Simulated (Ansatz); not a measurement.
```yaml
crystal:
  periodic: [false, false, false]
  atoms:
    - {symbol: C, position_ang: [-1.615986, 0.194503, 0.374287]}
    - {symbol: Ge, position_ang: [0.213355, 0.101478, -0.395861]}
    - {symbol: C, position_ang: [1.402794, -1.181620, 0.401663]}
    - {symbol: Cl, position_ang: [-0.202257, -0.516147, -2.459732]}
    - {symbol: Se, position_ang: [1.209188, 2.202786, -0.365140]}
    - {symbol: H, position_ang: [-1.502630, 0.492772, 1.468925]}
    - {symbol: H, position_ang: [-2.240360, 0.862386, -0.090761]}
    - {symbol: H, position_ang: [-2.005472, -0.839002, 0.403516]}
    - {symbol: H, position_ang: [2.339908, -1.118668, -0.192804]}
    - {symbol: H, position_ang: [0.959981, -2.153326, 0.275421]}
    - {symbol: H, position_ang: [1.585014, -0.945269, 1.389388]}
    - {symbol: H, position_ang: [-0.023243, 2.943676, -0.758416]}
basis:
  gaussian: {orbitals: 6-31G}
hamiltonian: {xc: {name: PBE0}, pseudopotentials: {relativity: scalar}}
correlation: {method: rpa}
accuracy: high
```

```sh
$ ansatz run in.yaml --threads 2 --pin off --events-out ev --progress --plain --max-ram 32768MiB --backend cpu
```

Output, abridged:

```
Functional definition: PBE0
2236 factors; integrals over basis functions are off by at most 8.0e-9 eV
mean field evaluation 1: about -137644.7163 eV, gradient 5.2e1 eV
mean field evaluation 2: about -137644.9271 eV, gradient 5.2e1 eV
mean field evaluation 4: about -137651.2815 eV, gradient 4.4e0 eV
mean field evaluation 8: about -137651.3270 eV, gradient 4.6e-1 eV
mean field evaluation 16: about -137651.3273 eV, gradient 8.9e-5 eV
mean field -137651.32729152 eV, -5058.5929745427 hartree, gradient 4.7e-8 eV, S^2 0.000000; 0 other end points of the search recorded, 0 dependent functions left out
25 core orbitals not correlated: weight in the atoms' cores, before any rotation towards them, 0.999 or more for the frozen orbitals, at most 0.000 for the correlated occupied ones
reference -137546.60141879 eV, -5054.7443697056 hartree; 26, 26 occupied and 52, 52 virtual orbitals, 2236 factors
Total energy: -137569.82390949 eV, -5055.5977804979 hartree
Relativity: scalar
```

Hardware: 2 threads of a server CPU on a shared host. Wall time 25 s, peak host memory 0.68 GiB.
